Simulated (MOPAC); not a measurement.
MOPAC input (MNDO):

```
MNDO PRECISE GNORM=0.05 LET XYZ CHARGE=1 GEO-OK AUX(PRECISION=9) THREADS=1
H6BN2O

N     0.22388800 1    1.42392500 1   -0.20708900 1
B     0.13940900 1    0.07031500 1    0.05861100 1
N     0.95879500 1   -0.82283000 1    0.72225800 1
O    -1.12311700 1   -0.58582100 1   -0.50193300 1
H    -0.55562800 1    2.03142600 1   -0.40170200 1
H     1.08701500 1    1.92930000 1   -0.07916400 1
H     0.97303900 1   -1.81855600 1    0.56974900 1
H     1.71913900 1   -0.50629400 1    1.30374900 1
H    -1.62810400 1   -0.20717700 1   -1.23923000 1
H    -1.58635200 1   -1.30136900 1   -0.03717800 1
```

Output:

```
 *******************************************************************************
 **                                                                           **
 **                              MOPAC v23.2.5                                **
 **                                                                           **
 *******************************************************************************
 ** MOPAC's Digital Object Identifier: https://doi.org/10.5281/zenodo.6511958 **
 **                                                                           **
 ** Please cite the open-source release paper for use of this MOPAC version:  **
 ** J. E. Moussa and J. J. P. Stewart (2026)                                  **
 ** MOPAC: An open-source semiempirical molecular orbital program             **
 ** J. Open Source Softw., 11(119), 8025, https://doi.org/10.21105/joss.08025 **
 *******************************************************************************

                              MNDO CALCULATION RESULTS

 *******************************************************************************
 *  MNDO       - The MNDO Hamiltonian to be used
 *  GEO-OK     - OVERRIDE INTERATOMIC DISTANCE AND OTHER SAFETY CHECKS
 *
 *
 *
 *                 CHARGE ON SYSTEM = +1
 *
 *
 *
 *  LET        - OVERRIDE SOME SAFETY CHECKS
 *  PRECISE    - TIGHTER CRITERIA TO BE USED
 *  XYZ        - CARTESIAN COORDINATE SYSTEM TO BE USED
 *  GNORM      - EXIT WHEN GRADIENT NORM DROPS BELOW 0.050
 *  AUX        - OUTPUT AUXILIARY INFORMATION
 *******************************************************************************
MNDO PRECISE GNORM=0.05 LET XYZ CHARGE=1 GEO-OK AUX(PRECISION=9) THREADS=1
 H6BN2O

   ATOM   CHEMICAL          X               Y               Z
  NUMBER   SYMBOL      (ANGSTROMS)     (ANGSTROMS)     (ANGSTROMS)

     1       N          0.22388800  *   1.42392500  *  -0.20708900  *
     2       B          0.13940900  *   0.07031500  *   0.05861100  *
     3       N          0.95879500  *  -0.82283000  *   0.72225800  *
     4       O         -1.12311700  *  -0.58582100  *  -0.50193300  *
     5       H         -0.55562800  *   2.03142600  *  -0.40170200  *
     6       H          1.08701500  *   1.92930000  *  -0.07916400  *
     7       H          0.97303900  *  -1.81855600  *   0.56974900  *
     8       H          1.71913900  *  -0.50629400  *   1.30374900  *
     9       H         -1.62810400  *  -0.20717700  *  -1.23923000  *
    10       H         -1.58635200  *  -1.30136900  *  -0.03717800  *

          CARTESIAN COORDINATES

    NO.       ATOM           X           Y           Z

     1         N          0.2239      1.4239     -0.2071
     2         B          0.1394      0.0703      0.0586
     3         N          0.9588     -0.8228      0.7223
     4         O         -1.1231     -0.5858     -0.5019
     5         H         -0.5556      2.0314     -0.4017
     6         H          1.0870      1.9293     -0.0792
     7         H          0.9730     -1.8186      0.5697
     8         H          1.7191     -0.5063      1.3037
     9         H         -1.6281     -0.2072     -1.2392
    10         H         -1.5864     -1.3014     -0.0372

  H: (MNDO): M.J.S. DEWAR, W. THIEL, J. AM. CHEM. SOC., 99, 4899, (1977)
  B: (MNDO): M.J.S. DEWAR, M.L. MCKEE, J. AM. CHEM. SOC., 99, 5231, (1977)
  N: (MNDO): M.J.S. DEWAR, W. THIEL, J. AM. CHEM. SOC., 99, 4899, (1977)
  O: (MNDO): M.J.S. DEWAR, W. THIEL, J. AM. CHEM. SOC., 99, 4899, (1977)

           Empirical Formula: H6 N2 O B  =    10 atoms

      MOLECULAR POINT GROUP   :   C2

      RHF CALCULATION, NO. OF DOUBLY OCCUPIED LEVELS = 12

          Geometry optimization using EF

          DIAGONAL MATRIX USED AS START HESSIAN

 CYCLE:     1  GRAD.:    59.762 HEAT:  65.07273
 CYCLE:     2  GRAD.:   372.636 HEAT:  92.61537
 CYCLE:     3  GRAD.:   110.061 HEAT:  66.67718
 CYCLE:     4  GRAD.:   187.471 HEAT:  76.47417
 CYCLE:     5  GRAD.:   247.729 HEAT:  79.28481
 CYCLE:     6  GRAD.:   168.762 HEAT:  70.95419
 CYCLE:     7  GRAD.:   337.942 HEAT:  86.07266
 CYCLE:     8  GRAD.:   151.822 HEAT:  72.10700
 CYCLE:     9  GRAD.:   196.033 HEAT:  72.75402
 CYCLE:    10  GRAD.:   399.009 HEAT:  96.56158
 CYCLE:    11  GRAD.:   118.967 HEAT:  66.74323
 CYCLE:    12  GRAD.:   484.987 HEAT:  101.1744
 CYCLE:    13  GRAD.:   391.589 HEAT:  83.14945
 CYCLE:    14  GRAD.:   320.888 HEAT:  90.40726
 CYCLE:    15  GRAD.:   390.982 HEAT:  101.2244
 CYCLE:    16  GRAD.:   297.435 HEAT:  79.41990
 CYCLE:    17  GRAD.:   164.341 HEAT:  72.35472
 CYCLE:    18  GRAD.:   333.800 HEAT:  89.64587
 CYCLE:    19  GRAD.:    69.191 HEAT:  64.27700
 CYCLE:    20  GRAD.:    32.681 HEAT:  63.58564
 CYCLE:    21  GRAD.:    13.784 HEAT:  63.31276
 CYCLE:    22  GRAD.:    16.369 HEAT:  63.28579
 CYCLE:    23  GRAD.:     2.833 HEAT:  63.20458
 CYCLE:    24  GRAD.:     3.184 HEAT:  63.18844
 CYCLE:    25  GRAD.:     3.823 HEAT:  63.15524
 CYCLE:    26  GRAD.:    14.564 HEAT:  63.12556
 CYCLE:    27  GRAD.:     2.236 HEAT:  63.05280
 CYCLE:    28  GRAD.:     1.019 HEAT:  63.04174
 CYCLE:    29  GRAD.:     1.913 HEAT:  63.03593
 CYCLE:    30  GRAD.:     0.953 HEAT:  63.03360
 CYCLE:    31  GRAD.:     0.477 HEAT:  63.03241
 CYCLE:    32  GRAD.:     0.398 HEAT:  63.03202
 CYCLE:    33  GRAD.:     0.223 HEAT:  63.03173
 CYCLE:    34  GRAD.:     0.186 HEAT:  63.03153
 CYCLE:    35  GRAD.:     0.278 HEAT:  63.03134
 CYCLE:    36  GRAD.:     0.335 HEAT:  63.03111
 CYCLE:    37  GRAD.:     0.270 HEAT:  63.03084
 CYCLE:    38  GRAD.:     0.217 HEAT:  63.03069
 CYCLE:    39  GRAD.:     0.405 HEAT:  63.03035
 CYCLE:    40  GRAD.:     0.669 HEAT:  63.03002
 CYCLE:    41  GRAD.:     0.929 HEAT:  63.02924
 CYCLE:    42  GRAD.:     0.703 HEAT:  63.02868
 CYCLE:    43  GRAD.:     0.535 HEAT:  63.02796
 CYCLE:    44  GRAD.:     0.498 HEAT:  63.02767
 CYCLE:    45  GRAD.:     0.439 HEAT:  63.02729
 CYCLE:    46  GRAD.:     0.433 HEAT:  63.02694
 CYCLE:    47  GRAD.:     0.079 HEAT:  63.02688
 CYCLE:    48  GRAD.:     0.095 HEAT:  63.02685
 CYCLE:    49  GRAD.:     0.092 HEAT:  63.02682
 CYCLE:    50  GRAD.:     0.030 HEAT:  63.02681

     GRADIENT =  0.02960 IS LESS THAN CUTOFF =  0.05000

 -------------------------------------------------------------------------------
 MNDO PRECISE GNORM=0.05 LET XYZ CHARGE=1 GEO-OK AUX(PRECISION=9) THREADS=1
 H6BN2O

     GEOMETRY OPTIMISED USING EIGENVECTOR FOLLOWING (EF).
     SCF FIELD WAS ACHIEVED

                              MNDO CALCULATION
                                                       MOPAC v23.2.5 Linux

          FINAL HEAT OF FORMATION =         63.02681 KCAL/MOL =     263.70417 KJ/MOL

          COSMO AREA              =         97.75 SQUARE ANGSTROMS
          COSMO VOLUME            =         79.19 CUBIC ANGSTROMS

          GRADIENT NORM           =          0.02960          =       0.00936 PER ATOM
          IONIZATION POTENTIAL    =         15.032526 EV
          HOMO LUMO ENERGIES (EV) =        -15.033 -4.446
          NO. OF FILLED LEVELS    =         12
          MOLECULAR WEIGHT        =         60.8702         POINT GROUP:  C2

          MOLECULAR DIMENSIONS (Angstroms)

            Atom       Atom       Distance
            H     7    H     5     4.25591
            H     8    H     9     3.63097
            H     6    H    10     0.95673

          SCF CALCULATIONS        =         51

   ATOM   CHEMICAL          X               Y               Z
  NUMBER   SYMBOL      (ANGSTROMS)     (ANGSTROMS)     (ANGSTROMS)

     1       N          0.23345916  *   1.41783034  *  -0.18996100  *
     2       B          0.09416564  *   0.05044758  *   0.04317542  *
     3       N          0.96809017  *  -0.80814070  *   0.70837288  *
     4       O         -1.13675720  *  -0.56767690  *  -0.48230623  *
     5       H         -0.47648883  *   2.01984179  *  -0.54297680  *
     6       H          1.05185191  *   1.90407650  *   0.11297169  *
     7       H          0.89910931  *  -1.80101579  *   0.73042481  *
     8       H          1.81118696  *  -0.45957612  *   1.11537755  *
     9       H         -1.63915046  *  -0.19638289  *  -1.20819474  *
    10       H         -1.50521577  *  -1.37887839  *  -0.13111412  *

                             CARTESIAN COORDINATES

   1    N        0.233459161     1.417830338    -0.189960997
   2    B        0.094165641     0.050447577     0.043175417
   3    N        0.968090171    -0.808140704     0.708372876
   4    O       -1.136757201    -0.567676895    -0.482306231
   5    H       -0.476488831     2.019841787    -0.542976801
   6    H        1.051851909     1.904076501     0.112971693
   7    H        0.899109309    -1.801015792     0.730424806
   8    H        1.811186959    -0.459576116     1.115377548
   9    H       -1.639150463    -0.196382891    -1.208194745
  10    H       -1.505215772    -1.378878389    -0.131114120

           Empirical Formula: H6 N2 O B  =    10 atoms

      MOLECULAR POINT GROUP   :   C2

                  EIGENVALUES
 -50.41591 -39.85905 -38.36859 -28.24696 -27.85047 -24.66147 -22.71357 -21.69284
 -21.56634 -21.30424 -17.46104 -15.03253  -4.44558  -2.35779  -2.30459  -1.11632
  -0.55169  -0.42975   1.04230   1.40535   2.83901   3.30637

              NET ATOMIC CHARGES AND DIPOLE CONTRIBUTIONS

  ATOM NO.   TYPE          CHARGE      No. of ELECS.   s-Pop       p-Pop
    1          N          -0.320993        5.3210     1.41720     3.90380
    2          B           0.226368        2.7736     1.02360     1.75003
    3          N          -0.321052        5.3211     1.41711     3.90394
    4          O          -0.089602        6.0896     1.61033     4.47928
    5          H           0.203760        0.7962     0.79624
    6          H           0.221938        0.7781     0.77806
    7          H           0.203764        0.7962     0.79624
    8          H           0.221970        0.7780     0.77803
    9          H           0.326941        0.6731     0.67306
   10          H           0.326906        0.6731     0.67309
 DIPOLE           X         Y         Z       TOTAL
 POINT-CHG.    -2.717    -1.367    -1.162     3.256
 HYBRID        -0.457    -0.231    -0.195     0.548
 SUM           -3.175    -1.599    -1.357     3.805

          ATOMIC ORBITAL ELECTRON POPULATIONS

     Atom    s        px        py        pz
    1  N   1.41720   1.19068   1.07524   1.63788
    2  B   1.02360   0.53693   0.66487   0.54823
    3  N   1.41711   1.25308   1.08130   1.56956
    4  O   1.61033   1.49347   1.44466   1.54115
    5  H   0.79624
    6  H   0.77806
    7  H   0.79624
    8  H   0.77803
    9  H   0.67306
   10  H   0.67309

 **********************
 *                    *
 * JOB ENDED NORMALLY *
 *                    *
 **********************

 == MOPAC DONE ==
```

The dipole moment of an ion depends on the origin.

The geometry given is a B3LYP-D3(BJ)/def2-TZVP minimum.
